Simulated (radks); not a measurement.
Results of a calculation; reference values are marked as such.
Q: The mean radii <r> (bohr) of the occupied orbitals of an atom or ion are listed with their occupations. Code: a radial shooting solver on a logarithmic mesh with Libxc functionals. Model: Dirac Kohn-Sham, BLYP, spin-unpolarised, spherical densities, finite nucleus; Fermi nuclear charge, rms radius of each element as measured or else 0.836 A^(1/3) + 0.57 fm.

orbital  occ.      <r>
1s1/2       2  0.01580
2s1/2       2  0.06569
2p1/2       2  0.05380
2p3/2       4  0.06280
3s1/2       2   0.1684
3p1/2       2   0.1587
3p3/2       4   0.1741
3d3/2       4   0.1506
3d5/2       6   0.1553
4s1/2       2   0.3358
4p1/2       2   0.3309
4p3/2       1   0.3529

Name the element and its charge. Open shells, if any, fill j = l - 1/2 first.

A: Z = 83, bismuth, charge +50: Bi50+ in [Ar] 3d10 4s2 4p3. The 1s radius gives Z: for a bare nucleus <r> = (2 gamma + 1)/(2Z) with gamma = sqrt(1 - (Z/c)^2), 0.01561 bohr for Z = 83, and screening makes it slightly larger (0.01580 here). The occupations add up to 33, and the charge is Z minus that.
